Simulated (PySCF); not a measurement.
C₂H₇NSi₂, SMILES N#CC[SiH2][SiH3]. Atoms are numbered in the order given.

```xyz
12

N      2.2771    -1.3142     0.8138
C      1.7177    -0.3003     0.8775
C      0.9657     0.9435     0.9026
Si    -0.2939     1.0510    -0.5484
Si    -1.6756    -0.8507    -0.5446
H      1.6562     1.8014     0.8500
H      0.4159     1.0224     1.8553
H     -1.0830     2.3016    -0.3438
H      0.4686     1.1634    -1.8245
H     -2.2864    -1.0048     0.8091
H     -2.7631    -0.6841    -1.5526
H     -0.8752    -2.0642    -0.8686
```
Charge 0, spin multiplicity 1.

Geometry optimised at B3LYP-D3(BJ)/def2-SVP. This is a generated structure with no PubChem entry under its InChIKey; it may be hypothetical. One conformer was computed; it need not be the lowest.

All values below come from B3LYP-D3(BJ)/def2-SVP in PySCF 2.14.0.

Frequencies are harmonic and unscaled.

```tsv
mode	ν (cm⁻¹)	IR (km/mol)	Raman (Å⁴/amu)	depolarisation	moving atoms (share of kinetic energy)
1	47	4.0	1.9	0.72	N 33 %, Si 30 %, H 27 %, C 10 %
2	88	0.9	0.3	0.67	H 80 %, N 11 %
3	111	1.3	0.8	0.56	H 31 %, C 26 %, Si 25 %, N 18 %
4	176	7.0	1.9	0.75	Si 32 %, C 26 %, N 21 %, H 20 %
5	356	13.0	0.9	0.75	H 79 %, C 12 %
6	383	3.5	2.2	0.75	C 43 %, H 42 %, N 14 %
7	416	2.8	19.8	0.19	Si 74 %, H 18 %
8	467	7.7	2.6	0.73	C 51 %, H 21 %, Si 18 %, N 9 %
9	499	12.8	4.2	0.70	H 79 %, Si 13 %
10	561	1.4	5.7	0.44	H 57 %, Si 28 %, C 12 %
11	654	0.8	17.2	0.56	H 58 %, C 28 %, Si 13 %
12	676	4.4	10.9	0.70	H 76 %, C 19 %
13	774	107.3	8.4	0.51	H 63 %, C 22 %, Si 13 %
14	831	295.2	3.7	0.73	H 76 %, C 16 %
15	891	62.0	8.1	0.74	H 85 %, Si 10 %
16	933	13.4	34.1	0.75	H 95 %
17	942	37.8	25.6	0.75	H 97 %
18	947	89.5	3.8	0.71	H 96 %
19	972	1.9	3.0	0.32	C 49 %, H 28 %, N 22 %
20	1157	5.7	3.2	0.74	H 87 %, C 13 %
21	1174	10.6	17.1	0.44	H 62 %, C 37 %
22	1413	11.3	10.9	0.65	H 90 %, C 10 %
23	2209	78.3	81.3	0.53	H 98 %
24	2215	43.5	297.6	0.08	H 97 %
25	2221	70.4	194.0	0.44	H 96 %
26	2227	105.3	100.0	0.36	H 96 %
27	2239	89.8	63.6	0.37	H 96 %
28	2370	24.3	76.4	0.26	C 62 %, N 38 %
29	3049	0.6	120.5	0.07	H 95 %
30	3105	0.4	83.6	0.71	H 90 %, C 10 %
```
